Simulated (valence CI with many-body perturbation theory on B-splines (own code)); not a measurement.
Which ion has this spectrum?

A relativistic CI+MBPT calculation for an atom or ion with 15 electrons gives these levels (eV):

```tsv
J	Parity	E	g
3/2	odd	0.00	1.49
3/2	odd	27.74	1.37
5/2	odd	33.95	1.20
1/2	odd	41.79	0.66
3/2	odd	69.83	1.26
5/2	even	105.69	1.52
3/2	even	114.76	1.04
1/2	even	122.05	2.38
3/2	even	126.35	1.09
5/2	even	132.67	1.17
3/2	even	139.13	1.23
5/2	even	144.08	1.19
3/2	even	144.86	1.02
1/2	even	145.96	0.44
```

The energies are calculated, and their last digits are not significant.

(1) Which is it?
A. Ag32+
B. Cd33+
C. Pd31+
D. Rh30+

## Answers

(1) D. Rh30+, ground level (3s^2 3p1/2^2 3p3/2) J=3/2.
